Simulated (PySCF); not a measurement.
## Working out the ionisation energy of Ru

Ru [Kr] 4d7 5s1 (5F) → Ru⁺ [Kr] 4d7 (4F). Computed with PySCF 2.14 in ANO-RCC-VTZP, with the spin-free X2C one-electron Hamiltonian (Gaussian nucleus). Frozen: [Kr]. Energies in hartree (1 hartree = 27.21139 eV):

| part | Ru (lower) | Ru⁺ (upper) |
| --- | --- | --- |
| UHF | -4527.854135 | -4527.622216 |
| CCSD correlation | -0.190499 | -0.161384 |
| (T) | -0.007485 | -0.005175 |

Q: What does Hartree-Fock give?

A: (-4527.622216) − (-4527.854135) = 0.231919 hartree = 6.311 eV.

Q: What do CCSD and CCSD(T) give?

A: The CCSD correlation energies differ by 0.029115 hartree = 0.792 eV and the triples by 0.002310 hartree = 0.063 eV, so CCSD gives 7.103 eV and CCSD(T) 7.166 eV.

Measured between the centres of the two terms (NIST): 7.365 eV, so CCSD(T) (valence) is off by -0.199 eV.

What remains against the reference includes basis incompleteness, the frozen core and higher excitations.
